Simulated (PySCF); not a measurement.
HO2, SMILES [O]O, multiplicity 2. Atoms are numbered in the order given.

```xyz
3

O     -0.1250    -0.5979     0.0000
O      0.0274     0.7188     0.0000
H      0.7808    -0.9671     0.0000
```
Charge 0, spin multiplicity 2.

Geometry optimised at B3LYP-D3(BJ)/def2-TZVPD. The isomer is the one that the SMILES or the coordinates give; other isomers of the formula were not compared.

Level of theory: PBE/pcH-1 run with PySCF.

Unrestricted Kohn–Sham, ⟨S²⟩ = 0.752. Hyperfine tensors hold the contact and dipolar terms, without spin-orbit corrections.

Computed hyperfine couplings:
```csv
nucleus,A(iso) (MHz),A(iso) (G),dipolar principal values (MHz)
17O no. 1,-14.8,-5.3,"-116.1, 56.1, 60.0"
17O no. 2,-22.2,-7.9,"-234.3, 116.6, 117.7"
1H no. 3,-24.8,-8.8,"-22.6, -13.4, 35.9"
```

Task: And the g tensor (effective nuclear charges for spin-orbit coupling, GIAO)? (An estimate is asked for; the answer gives what the named calculation found.)

Result: principal values 2.0020, 2.0076, 2.0295; isotropic 2.0131.
